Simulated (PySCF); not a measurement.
# Stationary points of Ag₃S⁺

These are results of PySCF, PBE0, basis S def2-SVP, Ag def2-SVP with ECP28 (scalar-relativistic core potentials, no spin–orbit coupling, density fitting), not measurements.

Relaxations began from a few typed shapes. The search is not exhaustive: other isomers or separated fragments can lie lower, and high-lying points may rest on an excited occupation.

Task: Order these stationary points by electronic energy, lowest first, in kJ/mol from the lowest minimum.
A. singlet C2v: S–Ag 2.361 Å, S–Ag 2.384 Å (×2); Ag–S–Ag 85.7° (×2), Ag–S–Ag 171.4°
B. singlet C3v: S–Ag 2.380 Å (×3); Ag–S–Ag 98.5° (×3)
C. singlet D3h: S–Ag 2.367 Å (×3); Ag–S–Ag 120.0° (×3)

Result: B (0.0), C (22.1), A (46.2).

Task: Which of them are minima?

Result: By energy in kJ/mol, 0.0: minimum; 22.1: saddle point, 1 imaginary mode; 46.2: saddle point, 2 imaginary modes.

For the lowest minimum: stability towards spin polarisation was not tested.
